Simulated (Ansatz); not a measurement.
Cu (SMILES [Cu]), doublet.

Input for Ansatz (a program for electronic structure):
Ansatz 0.2 input:
```yaml
crystal:
  periodic: [false, false, false]
  atoms:
    - {symbol: Cu, position_ang: [0.00000000, 0.00000000, 0.00000000]}
basis:
  gaussian:
    orbitals: def2-TZVP
hamiltonian:
  xc: b3lyp
magnetization: {spin_polarized: true, initial_magnetization: 1}
```

Question: What does this run give for the number of basis functions, <S^2>, total energy?

Answer: 
The number of basis functions comes out as 45. The <S^2> is 0.751 and the total energy is -1640.542208 Ha.
